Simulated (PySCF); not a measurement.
Orbital picture of HfH

PBE0 at R = 1.825 Å; Hf cc-pVDZ-PP with ECP60, H cc-pVDZ; scalar-relativistic core potentials (PySCF 2.14). State: ²Δ (doublet), unpaired electrons δ ↑. Only the outer orbitals are listed, counted within each symmetry, core potentials removing the inner ones.

```
spin  orbital  occ.  ε (eV)  on Hf (%)            main shells (%)
   α       1π     1  -38.22        100                   100 Hf p
   α       1π     1  -38.22        100                   100 Hf p
   α       2σ     1  -38.15        100                   100 Hf p
   α       3σ     1   -8.65         50   50 H s, 26 Hf s, 18 Hf d
   α       4σ     1   -5.49         98           62 Hf s, 32 Hf d
   α       1δ     1   -4.84        100                   100 Hf d
   α       2π     0   -2.01        100                    98 Hf d
   α       2π     0   -2.01        100                    98 Hf d
   α       1δ     0   -1.80        100                   100 Hf d
   β       2σ     1  -37.86        100                   100 Hf p
   β       1π     1  -37.28        100                   100 Hf p
   β       1π     1  -37.28        100                   100 Hf p
   β       3σ     1   -8.71         48   52 H s, 24 Hf s, 18 Hf d
   β       4σ     1   -4.83         96  68 Hf s, 15 Hf d, 13 Hf p
   β       2π     0   -1.74        100                    94 Hf d
   β       2π     0   -1.74        100                    94 Hf d
   β       5σ     0   -1.58         94           48 Hf p, 46 Hf d
```

Q: Which are the highest filled and the lowest empty level, where do they sit, and how wide is the gap?

A: Highest filled β 4σ at -4.83 eV (in %: 68 Hf s, 15 Hf d, 13 Hf p); lowest empty α 2π at -2.01 eV (in %: 98 Hf d); the gap at PBE0 is 2.82 eV.

The bond order (Mayer) is 0.98 and the ⟨S²⟩ is 0.810. The charge on Hf (Mulliken, basis-dependent) is 0.10. The charge on Hf (Löwdin, basis-dependent) is 0.13. The dipole moment (positive dipole means Hf(−)H(+)) is -1.05 D. The polarisability along the bond is 83.3 bohr³ and the polarisability across the bond is 93.5 bohr³.

Spin–orbit coupling is left out. With d or f electrons several states lie close, and the lowest PBE0 determinant need not be the measured ground state.
